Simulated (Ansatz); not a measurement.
The same path of ClHOZn + FH (6 atoms, charge 0, multiplicity 1) was run twice with different band settings. Lost on the way: F5–H6. Made: O2–H6.

These are results of RHF/def2-SVP (Ansatz), not measurements.

Relaxed end points:

```xyz
6
Properties=species:S:1:pos:R:3
Zn 0.015 0.000 0.000
O -0.129 -0.046 1.819
H -0.852 -0.256 2.383
Cl -0.322 -0.089 -2.112
F 1.987 0.551 0.943
H 1.437 0.394 1.687
```

```xyz
6
Properties=species:S:1:pos:R:3
Zn 0.683 0.193 -0.241
O -0.038 0.006 1.736
H -0.781 -0.256 2.259
Cl -0.679 -0.193 -1.867
F 2.239 0.613 0.542
H 0.712 0.191 2.291
```

Common settings: movable images 5; climbing image yes; spring 5.0 eV/Å²; start path through a guess of the saddle point; force threshold 0.05 eV/Å; iteration limit 60; end points relaxed.

| run | optimiser |
| --- | --- |
| 1 | quadratic models (default) |
| 2 | fire |

What does each run give, and how far can it be trusted?

Run 1: converged after 10 iterations, highest image 0.123 eV above the first end. A vibrational analysis at the climbing image gives 2 clearly imaginary modes (925i, 125i cm⁻¹): a point of higher order, so a lower path passes nearby.
Run 2: converged after 42 iterations, highest image 0.125 eV above the first end. Another band between the same ends (5 images) ends at a top of the same energy, where a vibrational analysis finds 2 clearly imaginary modes.
The orbitals stay closed-shell, which can raise the energy where a bond breaks towards radicals; this wasn't checked here.
